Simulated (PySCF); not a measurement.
A structure optimised at PBE-D3(BJ)/def2-TZVPD, used in a PySCF frequency run:

```xyz
4

Ge     0.0000     0.0000     0.0000
H      1.5348     0.0000     0.0000
H     -0.7674     1.3292     0.0000
H     -0.7674    -1.3292     0.0000
```
Charge +1, spin multiplicity 1.

### Question
Write its SMILES, formula and point group.

### Answer
[GeH3+], GeH₃, D3h

### Question
What are its rotational constants (standard atomic weights)?

### Answer
141.90, 141.90, 70.948 GHz
